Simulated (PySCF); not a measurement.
**Partial charges of vinylfuran**

Compound: vinylfuran, C₆H₆O.
Atom-mapped SMILES: `[CH2:1]=[CH:2][c:3]1[cH:4][cH:5][cH:6][o:7]1` (hydrogens: H8, H9 on C1; H10 on C2; H11 on C4; H12 on C5; H13 on C6)

Geometry (PBE0-D3(BJ)/def2-SVP, Å), atoms numbered from 1 in this order:
```
atom  x, y, z in Å
C1    -2.5065    0.3780    0.2088
C2    -1.5843   -0.5113   -0.1847
C3    -0.1555   -0.3056   -0.1507
C4     0.8951   -1.1149   -0.5091
C5     2.0841   -0.3717   -0.2501
C6     1.6684    0.8300    0.2442
O7     0.3246    0.8765    0.3066
H8    -2.2164    1.3576    0.5965
H9    -3.5717    0.1465    0.1521
H10   -1.8917   -1.4882   -0.5700
H11    0.8157   -2.1229   -0.9102
H12    3.1130   -0.6863   -0.4095
H13    2.1959    1.7180    0.5827
```

Density: PBE0/pcSseg-1 (PySCF); schemes: Mulliken, IAO, Hirshfeld and ESP-fitted. Geometry: PBE0-D3(BJ)/def2-SVP, one conformer, isolated molecule.

At which atom do the 4 schemes differ most?

At C6: from -0.209 (ESP-fitted) to +0.156 e (Mulliken), 0.365 e apart.

For which atoms does the sign change between the 4 schemes (beyond +0.03 e in one, beyond −0.03 e in another)?

C6.

Tabulate the Mulliken, IAO, Hirshfeld and ESP-fitted charges.

In e:

```tsv
atom	environment	Mulliken	IAO	Hirshfeld	ESP-fitted
C1	terminal =CH2 carbon	-0.139	-0.311	-0.102	-0.286
C2	alkene CH carbon	-0.204	-0.154	-0.058	-0.359
C3	substituted aromatic carbon	+0.236	+0.159	+0.052	+0.368
C4	aromatic CH carbon	-0.151	-0.217	-0.086	-0.373
C5	aromatic CH carbon	-0.162	-0.219	-0.090	-0.137
C6	aromatic CH next to a ring oxygen	+0.156	+0.013	+0.011	-0.209
O7	furan-type oxygen	-0.390	-0.236	-0.054	-0.079
H8	vinylic hydrogen	+0.130	+0.155	+0.043	+0.135
H9	vinylic hydrogen	+0.125	+0.153	+0.049	+0.165
H10	vinylic hydrogen	+0.109	+0.155	+0.053	+0.198
H11	aromatic hydrogen	+0.086	+0.163	+0.057	+0.200
H12	aromatic hydrogen	+0.101	+0.165	+0.058	+0.170
H13	aromatic hydrogen	+0.104	+0.172	+0.066	+0.207
```

Mean size of the charges over all atoms: ESP-fitted 0.222 e, IAO 0.175 e, Mulliken 0.161 e, Hirshfeld 0.060 e. Each set sums to the total charge, 0, to within 0.001 e. The Hirshfeld scheme divides the density at each point in proportion to the densities of the neutral, spherically averaged free atoms. The Mulliken scheme counts on each atom the diagonal of the density matrix times the overlap matrix over that atom's basis functions.

How many electrons does the IAO scheme count on O7?

Z − q = 8 − (-0.236) = 8.236.

How closely do the schemes follow one another over all atoms?

Correlation coefficient and root-mean-square difference: IAO with Hirshfeld 0.99, 0.124 e; Hirshfeld with ESP-fitted 0.88, 0.187 e; Mulliken with IAO 0.88, 0.091 e; IAO with ESP-fitted 0.86, 0.123 e; Mulliken with Hirshfeld 0.83, 0.130 e; Mulliken with ESP-fitted 0.70, 0.171 e.

The run behind these numbers computed NMR shieldings as well. On one thread of an Arm Neoverse V2 (shared host), this took 10 s of wall time.
